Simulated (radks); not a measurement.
The numbers below are computed, except where a source is named.
Spherical quantum dot in the effective-mass picture: electrons in a hard-walled sphere of radius 7.25, with a point charge +2 (a donor) at the centre, all in effective atomic units (hartree* = m*/eps^2 hartree, bohr* = eps/m* bohr), one dielectric constant everywhere. Level of theory: non-relativistic Kohn-Sham, PBEsol, spin-polarised, spherical densities (a radial shooting solver with Libxc functionals). Levels are named by radial order and angular momentum (1s, 1p, 1d, 2s, ...), and open shells are averaged over m.

N = 29, configuration 1s2 1p6 1d10 2s2 1f(up 7, down 2). This is the lowest configuration that the search found. Occupied and some empty levels:

level,occupation,eigenvalue (hartree*),<r> (bohr*)
1s up,1,4.4121,1.061
1s down,1,4.4123,1.033
2s up,1,4.5319,5.347
2s down,1,4.5561,5.357
1p up,3,4.5647,5.478
1p down,3,4.5894,5.461
1d up,5,4.6363,5.553
1d down,5,4.6616,5.541
1f up,7,4.7391,5.626
1f down,2,4.7649,5.618
1g up,0,4.8712,5.696
1g down,0,4.8975,5.690
2p up,0,5.1209,3.666
2p down,0,5.1297,3.636
2d up,0,5.3120,4.172
2d down,0,5.3248,4.153

Energy (hartree*): total 63.5466, kinetic 14.799, external -16.649, Hartree 73.426, exchange-correlation -8.0292.
